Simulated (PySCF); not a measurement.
Compound: C2H6ClNSi (triplet state).
Cartesian coordinates in Å at the GFN2-xTB level; atoms count from 1:
```xyz
11
C2H6ClNSi angstrom
C      0.4206    1.2381    0.0079
N      0.2036   -0.1870   -0.0148
C     -1.1977   -0.5248    0.0140
Si     1.3529   -1.2438   -0.7952
Cl     2.4991   -2.2856    0.5900
H     -0.0410    1.6534    0.9078
H     -0.0221    1.7364   -0.8625
H      1.4872    1.4468    0.0294
H     -1.6481   -0.0941    0.9123
H     -1.3138   -1.6053    0.0421
H     -1.7352   -0.1315   -0.8570
```

The hyperfine couplings belong to this conformer and change with its torsions.

Identity: `CN(C)[Si]Cl` [triplet].

Theory: UKS B3LYP, pcH-1 on C Cl H N Si, non-relativistic, mean-field spin-orbit, GIAO (PySCF). Geometry: GFN2-xTB, one conformer, isolated molecule. This triplet need not be the ground state; the singlet was not compared here. A GFN2-xTB geometry isn't a minimum of the functional, and hyperfine couplings can be far from their values at a DFT geometry, by a factor of two or more for some ions and for spin on atoms past the first row. No stability test was run, so a lower SCF solution isn't excluded.

Problem. Break the g tensor into its mass correction, gauge correction and orbital-Zeeman/spin–orbit terms.

Solution. 
```json
{"Δg (ppm)": "relativistic mass correction", "1": "-180", "2": "-180", "3": "-180"}
{"Δg (ppm)": "gauge correction", "1": "39", "2": "40", "3": "21"}
{"Δg (ppm)": "orbital Zeeman/spin–orbit", "1": "-2456", "2": "1137", "3": "2523"}
{"Δg (ppm)": "total", "1": "-2597", "2": "996", "3": "2364"}
```

So g = 1.99972, 2.00332, 2.00468 and g_iso = 2.00257; the tensor is rhombic: the two nearest values differ by 28 % of g3 − g1. Axes: g1 points within 6° of the Si4–Cl5 bond.

Problem. What effective moment and Curie constant follow for a powder at temperatures where kT is far above the zero-field splitting?

Solution. With the mean of g² = 4.0103 and S(S+1) = 2.00: μ_eff = √(⟨g²⟩S(S+1)) = 2.832 μB and χT = 0.12505·⟨g²⟩·S(S+1) = 1.003 cm³ K/mol (cgs; spin-Hamiltonian part alone).

Problem. At 9.589 GHz, how far is the centre of the isotropic spectrum from where a free electron (g = 2.002319) resonates, zero-field splitting left aside?

Solution. B = hν/(g μB) with μB/h = 13.99624 MHz/mT gives 342.16 mT for the free electron and 342.12 mT at g_iso, 0.04 mT lower.

The largest Mulliken spin populations are on Si4 (+1.51), N2 (+0.28) and Cl5 (+0.16). Three atoms exceed +0.15.

The HOMO–LUMO gaps are 4.86 eV among the α and 3.11 eV among the β orbitals.
